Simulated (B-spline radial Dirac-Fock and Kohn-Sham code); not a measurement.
## Compton profile of Br³⁴⁺

System: bromine as Br³⁴⁺ in the configuration 1s1.

Input file task.json (cfg lists n, l and occupation; rrms is the nuclear radius in fm):

```json
{"items": [{
  "Z": 35,
  "q": 34,
  "cfg": [[1, 0, 1]],
  "A": 79,
  "rrms": 4.1629,
  "do": ["scatter"],
  "s": [0.0, 0.05, 0.1, 0.15, 0.2, 0.25, 0.3, 0.35, 0.4, 0.45, 0.5, 0.6, 0.7, 0.8, 0.9, 1.0, 1.1, 1.2, 1.4, 1.6, 1.8, 2.0, 2.5, 3.0, 3.5, 4.0, 5.0, 6.0],
  "pz": [0, 0.1, 0.2, 0.3, 0.4, 0.5, 0.6, 0.8, 1.0, 1.2, 1.4, 1.6, 1.8, 2.0, 2.5, 3.0, 4.0, 5.0, 7.0, 10.0, 15.0, 20.0, 30.0, 40.0, 60.0, 100.0],
  "hv_scatter": [1000, 2000, 5000, 17479.3, 20000, 30000, 200000, 1000000]
}]}
```

Run with: `python xray_run.py task.json out`

Calculated with a radial finite-basis atomic code, using the impulse approximation on Dirac-Fock orbitals of the configuration average with a finite nucleus. pz is in atomic units of momentum; subshell profiles are per electron, for a selection of subshells; open shells are spread over both j values by their weights.

```
 pz    J total   J 1s1/2
  0    0.02360    0.0236
  1    0.02354    0.0235
1.2    0.02351    0.0235
1.4    0.02349    0.0235
1.6    0.02345    0.0235
1.8    0.02342    0.0234
  2    0.02337    0.0234
2.5    0.02325    0.0233
  3    0.02310    0.0231
  4    0.02273    0.0227
  5    0.02225    0.0223
  7    0.02106    0.0211
 10    0.01880    0.0188
 15    0.01449    0.0145
 20    0.01043    0.0104
 30   0.004818   0.00482
 40   0.002132   0.00213
 60  0.0004671  0.000467
100  4.516e-05  4.52e-05
```

J(0) = 0.02360. The 1s1/2 subshell gives the largest part, 100 %.

Mean momentum ⟨p⟩ by subshell (a.u.): 1s1/2 31.0.
